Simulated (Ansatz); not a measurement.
Basis-set series for `B[Se]CF`. Total charge 0; spin multiplicity 1. The structure was optimised at the PBE0-D4/def2-TZVP level. It is one conformer, not always the lowest.

```json
{"functional": "PBE0-D4", "basis": "def2-SVP", "functions": "94", "energy (Eh)": "-2565.86578", "HOMO (eV)": "-7.88", "LUMO (eV)": "-1.45"}
{"functional": "PBE0-D4", "basis": "def2-QZVPP", "functions": "380", "energy (Eh)": "-2566.41754", "HOMO (eV)": "-7.94", "LUMO (eV)": "-1.57"}
{"functional": "ωB97M-V", "basis": "def2-SVP", "functions": "94", "energy (Eh)": "-2566.12094", "HOMO (eV)": "-9.99", "LUMO (eV)": "0.58"}
{"functional": "ωB97M-V", "basis": "def2-QZVPP", "functions": "380", "energy (Eh)": "-2566.67739", "HOMO (eV)": "-10.08", "LUMO (eV)": "0.31"}
```

Give the rows for def2-TZVPP. (Estimate.)

Ansatz gave: 
```
functional       basis  functions  energy (Eh)  HOMO (eV)  LUMO (eV)
   PBE0-D4  def2-TZVPP        197  -2566.35799      -7.93      -1.55
   ωB97M-V  def2-TZVPP        197  -2566.61978     -10.07       0.37
```

Positive LUMOs are unbound and depend on the basis. Scalar relativity is left out up to krypton.
